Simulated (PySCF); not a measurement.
# Trend along the fourth-period p block: MO molecules

CCSD(T) with double-zeta basis sets in PySCF, for the lowest determinant that a PBE0 search found; no spin–orbit coupling. De refers to high-spin ground-configuration atoms.

```json
{"M": "Ga", "basis": "cc-pVDZ-PP/cc-pVDZ", "reference, frozen orbitals": "UHF, 5", "state (unpaired electrons)": "doublet (σ ↑)", "Re (Å)": "1.740", "ωe (cm⁻¹)": "710", "De (eV)": "3.51"}
{"M": "Ge", "basis": "x2c-SVPall", "reference, frozen orbitals": "RHF, 10", "state (unpaired electrons)": "singlet (closed shell)", "Re (Å)": "1.638", "ωe (cm⁻¹)": "969", "De (eV)": "6.26"}
{"M": "Se", "basis": "aug-pcseg-1", "reference, frozen orbitals": "ROHF, 10", "state (unpaired electrons)": "triplet (π ↑↑)", "Re (Å)": "1.693", "ωe (cm⁻¹)": "856", "De (eV)": "3.89"}
```

The shortest bond is that of GeO (1.638 Å), the longest that of GaO (1.740 Å). GeO is bound most strongly (6.26 eV) and GaO least (3.51 eV).

The rows differ in basis set, which adds steps of its own.

The state changes along the series, so neighbouring rows are not always alike in their bonding.

Correlated steps freeze the inner cores (5 to 10 orbitals); shallow outer-core shells are correlated. UHF and ROHF references stand side by side, which adds small steps between rows. Correlated levels converge slowly with the basis: in double zeta they bind strong bonds too weakly, by up to about 1 eV, and carry superposition errors of some tenths. Spin–orbit coupling is left out. Where the molecule has an RHF reference, its open-shell atoms are computed with UHF. The CCSD T1 diagnostic is raised in GaO, GeO, a sign that a single reference may not be enough there. States were picked by a PBE0 search and need not be the measured ground states.
